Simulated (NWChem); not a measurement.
System: C2H4F2OSi; SMILES O=C[Si@@H](F)CF

Parts of the log:

```
             Northwest Computational Chemistry Package (NWChem) 7.3.0
             --------------------------------------------------------

                             Geometry "geometry" -> ""
                             -------------------------

 Output coordinates in angstroms (scale by  1.889725989 to convert to a.u.)

  No.       Tag          Charge          X              Y              Z
 ---- ---------------- ---------- -------------- -------------- --------------
    1 O                    8.0000    -1.21176900     2.11480700    -0.04702100
    2 C                    6.0000    -0.05070000     1.80720600     0.08985000
    3 Si                  14.0000     0.46762900     0.00903800    -0.35199700
    4 F                    9.0000     1.95081000    -0.27064800     0.25794400
    5 C                    6.0000    -0.82392200    -1.12494300     0.42331100
    6 F                    9.0000    -0.75357200    -2.39567100    -0.10102100
    7 H                    1.0000     0.69708800     2.56116300     0.46202500
    8 H                    1.0000     0.52749300    -0.16228900    -1.82775600
    9 H                    1.0000    -1.82199400    -0.69183100     0.22622000
   10 H                    1.0000    -0.69928200    -1.17093500     1.52042700

 Effective nuclear repulsion energy (a.u.)     294.3024418940

                                 NWChem DFT Module
                                 -----------------

 Summary of "ao basis" -> "ao basis" (spherical)
 ------------------------------------------------------------------------------
       Tag                 Description            Shells   Functions and Types
 ---------------- ------------------------------  ------  ---------------------
 O                          def2-svp                 6       14   3s2p1d
 C                          def2-svp                 6       14   3s2p1d
 Si                         def2-svp                 8       18   4s3p1d
 F                          def2-svp                 6       14   3s2p1d
 H                          def2-svp                 3        5   2s1p

            General Information
            -------------------
          SCF calculation type: DFT
          Wavefunction type:  closed shell.
          No. of atoms     :    10
          No. of electrons :    56
           Alpha electrons :    28
            Beta electrons :    28
          Charge           :     0
          Spin multiplicity:     1
          Use of symmetry is: off; symmetry adaption is: off
          Maximum number of iterations: 150
          AO basis - number of functions:   108
                     number of shells:    50
          Convergence on energy requested:  1.00D-06
          Convergence on density requested:  1.00D-05
          Convergence on gradient requested:  5.00D-04

              XC Information
              --------------
                         B3LYP Method XC Potential
                     Hartree-Fock (Exact) Exchange  0.200
                        Slater Exchange Functional  0.800 local
                    Becke 1988 Exchange Functional  0.720 non-local
              Lee-Yang-Parr Correlation Functional  0.810
                  VWN I RPA Correlation Functional  0.190 local

             Grid Information
             ----------------
          Grid used for XC integration:  medium
          Radial quadrature: Mura-Knowles
          Angular quadrature: Lebedev.
          Tag              B.-S. Rad. Rad. Pts. Rad. Cut. Ang. Pts.
          ---              ---------- --------- --------- ---------
          O                   0.60       49          10.0       434
          C                   0.70       49          11.0       434
          Si                  1.10       88           8.0       590
          F                   0.50       49          12.0       434
          H                   0.35       45          11.0       434
          Grid pruning is: on
          Number of quadrature shells:   513
          Spatial weights used:  Erf1

      Superposition of Atomic Density Guess
      -------------------------------------

 Sum of atomic energies:        -639.26145803

      Non-variational initial energy
      ------------------------------

 Total energy =    -641.208147
 1-e energy   =   -1470.395481
 2-e energy   =     534.884892
 HOMO         =      -0.270114
 LUMO         =      -0.061855

     ---------------------------------------------
      Total Density - Mulliken Population Analysis
     ---------------------------------------------

    Atom       Charge   Shell Charges
 -----------   ------   -------------------------------------------------------
    1 O    8     8.67   1.99  1.13  0.69  3.03  1.82  0.01
    2 C    6     5.60   1.99  0.96  0.35  1.55  0.67  0.07
    3 Si  14    12.96   2.00  1.99  0.97  0.19  5.93  1.00  0.66  0.22
    4 F    9     9.58   1.99  1.15  0.78  3.52  2.14  0.00
    5 C    6     5.89   1.99  0.93  0.27  1.77  0.88  0.05
    6 F    9     9.44   1.99  1.14  0.78  3.45  2.07  0.00
    7 H    1     0.95   0.69  0.24  0.02
    8 H    1     1.08   0.69  0.37  0.01
    9 H    1     0.91   0.68  0.21  0.02
   10 H    1     0.92   0.68  0.21  0.02

   convergence    iter        energy       DeltaE   RMS-Dens  Diis-err
 ---------------- ----- ----------------- --------- --------- ---------
 d= 0,ls=0.0,diis     1   -642.5262340803 -9.37D+02  1.98D-02  1.38D+00
 d= 0,ls=0.0,diis     2   -642.1308235755  3.95D-01  1.22D-02  5.67D+00
 d= 0,ls=0.0,diis     3   -642.6859486184 -5.55D-01  2.61D-03  8.93D-02
 d= 0,ls=0.0,diis     4   -642.6896188056 -3.67D-03  1.25D-03  5.46D-02
 d= 0,ls=0.0,diis     5   -642.6946313459 -5.01D-03  2.28D-04  1.09D-03
  Resetting Diis
 d= 0,ls=0.0,diis     6   -642.6947222647 -9.09D-05  5.60D-05  6.37D-05
 d= 0,ls=0.0,diis     7   -642.6947291200 -6.86D-06  3.15D-05  5.38D-06
 d= 0,ls=0.0,diis     8   -642.6947282882  8.32D-07  1.88D-05  1.47D-05
 d= 0,ls=0.0,diis     9   -642.6947296187 -1.33D-06  3.40D-06  4.36D-07
 d= 0,ls=0.0,diis    10   -642.6947296599 -4.12D-08  1.02D-06  1.37D-08

         Total DFT energy =     -642.694729659909
      One electron energy =    -1473.545049764312
           Coulomb energy =      599.369085409178
    Exchange-Corr. energy =      -62.821207198737
 Nuclear repulsion energy =      294.302441893962

 Numeric. integr. density =       56.000001034456

                       DFT Final Molecular Orbital Analysis
                       ------------------------------------

 Vector   26  Occ=2.000000D+00  E=-3.572326D-01
              MO Center= -8.6D-01, -1.8D+00,  2.3D-01, r^2= 1.6D+00
   Bfn.  Coefficient  Atom+Function         Bfn.  Coefficient  Atom+Function
  ----- ------------  ---------------      ----- ------------  ---------------
    80      0.385180   6 F  pz               78      0.345520   6 F  px
    83     -0.272898   6 F  pz               99     -0.256474   9 H  s
   104      0.250640  10 H  s                81     -0.243692   6 F  px
    66      0.201799   5 C  pz               64      0.179178   5 C  px
   105      0.144473  10 H  s                79     -0.141933   6 F  py

 Vector   27  Occ=2.000000D+00  E=-3.214846D-01
              MO Center= -3.8D-01, -9.8D-01, -4.8D-02, r^2= 3.1D+00
   Bfn.  Coefficient  Atom+Function         Bfn.  Coefficient  Atom+Function
  ----- ------------  ---------------      ----- ------------  ---------------
    78      0.294683   6 F  px               64      0.259011   5 C  px
    81     -0.215083   6 F  px               80     -0.213689   6 F  pz
    31      0.207550   3 Si s                63      0.187022   5 C  s
    66     -0.185788   5 C  pz               94     -0.183430   8 H  s
    38      0.168276   3 Si pz               83      0.154758   6 F  pz

[...]

                     NWChem Electrostatic Potential Fit Module
                     -----------------------------------------

 Atom parameters

 Number of atoms is                                   10
 Number of basis functions is                        108

 Grid parameters

 Maximum number of grid points is                  43240
 Number of grid points is                          43239
 Grid range                                     0.300000 nm
 Grid spacing                                   0.020000 nm
 Probe radius                                   0.070000 nm
 Atom radius factor                             1.000000

 Atomic radii

    1    0.100000
    6    0.147000
    8    0.136000
    9    0.128000
   14    0.187000
 FASTESP  F
  using M.O. file = ./job.movecs

    Atom              Coordinates                           Charge

                                                  ESP

    1 O    -0.121177    0.211481   -0.004702   -0.383717
    2 C    -0.005070    0.180721    0.008985    0.265733
    3 Si    0.046763    0.000904   -0.035200    0.529588
    4 F     0.195081   -0.027065    0.025794   -0.308465
    5 C    -0.082392   -0.112494    0.042331    0.251339
    6 F    -0.075357   -0.239567   -0.010102   -0.273542
    7 H     0.069709    0.256116    0.046203    0.013824
    8 H     0.052749   -0.016229   -0.182776   -0.091332
    9 H    -0.182199   -0.069183    0.022622   -0.008503
   10 H    -0.069928   -0.117094    0.152043    0.005074
                                            ------------
                                               -0.000000

 Dipole moment                                  0.401439

 Quadrupole moment Qxx                         -3.686986
                   Qyy                         -8.289103
                   Qzz                         11.976089

 RMS deviation kJ/mol                           0.048208

 RRMS %                                        22.284720
```

Level: B3LYP/def2-SVP. Geometry: optimised at PBE0/def2-SVP.

**Question.** Reconstruct the input file.

**Answer.** Several could match; the one computed here: the input that was run:
```
start job
memory heap 200 mb stack 900 mb global 1100 mb
geometry units angstroms noautosym nocenter noautoz
  O     -1.211769     2.114807    -0.047021
  C     -0.050700     1.807206     0.089850
  Si     0.467629     0.009038    -0.351997
  F      1.950810    -0.270648     0.257944
  C     -0.823922    -1.124943     0.423311
  F     -0.753572    -2.395671    -0.101021
  H      0.697088     2.561163     0.462025
  H      0.527493    -0.162289    -1.827756
  H     -1.821994    -0.691831     0.226220
  H     -0.699282    -1.170935     1.520427
end
basis spherical
  * library def2-svp
end
dft
  xc b3lyp
  iterations 150
  mulliken
end
task dft energy
esp
  recalculate
  probe 0.07
  range 0.3
  factor 1.0
  spacing 0.02
end
task esp
```
